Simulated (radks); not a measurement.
Results of a calculation; reference values are marked as such.
Ionisation of neutral promethium, [Xe] 4f5 6s2, to Pm+, [Xe] 4f5 6s1, under several functionals. Scalar-relativistic Kohn-Sham, spin-polarised, spherical densities, finite nucleus; open shells are filled with parallel spins first (spin-orbit coupling, left out, can overturn this in heavy ions); a radial shooting solver on a logarithmic mesh with Libxc functionals.

functional                                      E(Pm) (hartree)  Exc (hartree)  IE (eV)  -e(HOMO) (eV)  <r> HOMO (bohr)  IE error (eV)
PBEsol                                              -10016.5269      -225.1936    5.492          3.189            1.042         -0.090
HCTH/407                                            -10026.1805      -235.1663    5.985          3.398            4.553         +0.403
PW91                                                -10021.3388      -230.0340    5.546          3.203            1.042         -0.036
exchange-only B88                                   -10017.7642      -226.4032    4.778          2.264            1.049         -0.804
TASK exchange with Perdew-Wang LDA correlation      -10019.4721      -227.3132    4.760          3.479            1.011         -0.821
BP86                                                -10021.6177      -230.3075    5.661          3.233            1.043         +0.080
exchange-only LDA                                   -10007.0996      -215.6794    4.663          2.174            1.050         -0.919
SOGGA                                               -10016.0673      -224.7308    5.376          3.121            1.042         -0.206
exchange-only r2SCAN                                -10017.8367      -225.8862    4.399          2.337            1.035         -1.183

NIST Atomic Spectra Database: 5.582 eV (measured). Closest: PW91. The Delta-SCF values span 1.59 eV, the total energies 19.08 hartree. The highest occupied level is 4f. Open shells are spherical and high-spin; term and fine-structure splittings are not resolved. Spin-orbit splitting is averaged out at the scalar-relativistic level.
